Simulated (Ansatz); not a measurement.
Abridged output of a molecular run in Ansatz:

```
Functional definition: HF
1181 factors; integrals over basis functions are off by at most 1.1e-3 eV
mean field evaluation 1: about -18212.0878 eV, gradient 3.0e1 eV
mean field evaluation 2: about -18212.1230 eV, gradient 3.0e1 eV
mean field evaluation 4: about -18215.5100 eV, gradient 3.8e0 eV
mean field evaluation 8: about -18215.5788 eV, gradient 6.3e-4 eV
mean field -18215.57877717 eV, -669.4101730984 hartree, gradient 1.3e-6 eV, S^2 0.000000; 0 other end points of the search recorded, 0 dependent functions left out
13 core orbitals not correlated: weight in the atoms' cores, before any rotation towards them, 1.000 or more for the frozen orbitals, at most 0.000 for the correlated occupied ones
reference -18215.57877717 eV, -669.4101730984 hartree; 13, 13 occupied and 92, 92 virtual orbitals, 1181 factors
second order -14.85438199 eV of doubles, -0.00000000 eV of singles
cycle   1  -15.92183495 eV  change    -1.1e0 eV  update   1.0e-1
cycle   2  -16.45039547 eV  change   -5.3e-1 eV  update   3.1e-2
cycle   3  -16.53010744 eV  change   -8.0e-2 eV  update   1.4e-2
cycle   4  -16.52488810 eV  change    5.2e-3 eV  update   4.3e-3
cycle   5  -16.52390934 eV  change    9.8e-4 eV  update   1.9e-3
cycle   6  -16.52359098 eV  change    3.2e-4 eV  update   7.0e-4
cycle   7  -16.52351595 eV  change    7.5e-5 eV  update   2.4e-4
cycle   8  -16.52359645 eV  change   -8.0e-5 eV  update   9.8e-5
cycle   9  -16.52359202 eV  change    4.4e-6 eV  update   3.3e-5
cycle  10  -16.52358007 eV  change    1.2e-5 eV  update   1.4e-5
perturbative correction -0.68995669 eV, -0.0253554405 hartree
Total energy: -18232.79231393 eV, -670.0427589066 hartree
```

Its atoms:

Z-matrix (Å, degrees):
```
B
Si 1 2.168
Si 1 2.168 2 95.6
B 1 1.951 2 55.6 3 38.6
C 1 1.634 2 110.4 3 -55.6
H 1 1.339 2 49.7 3 -147.9
H 1 1.193 2 125.0 3 139.0
H 2 1.481 1 118.3 3 -148.1
H 2 1.484 1 111.2 3 81.4
H 3 1.495 1 120.9 2 151.4
H 4 1.192 1 130.1 2 111.4
H 5 1.088 1 114.4 2 -31.6
H 5 1.087 1 117.1 2 -163.8
```

Question: Which basis set was used?
A. cc-pV(T+d)Z
B. def2-SVP
C. def2-QZVPP
D. def2-SVPD

Answer: B. It gives 118 functions.

Question: Write the keys of the input that set method, charge and spin (a neutral closed shell needs none for the last two).

Answer: 
```yaml
correlation: {method: ccsd_t}
```
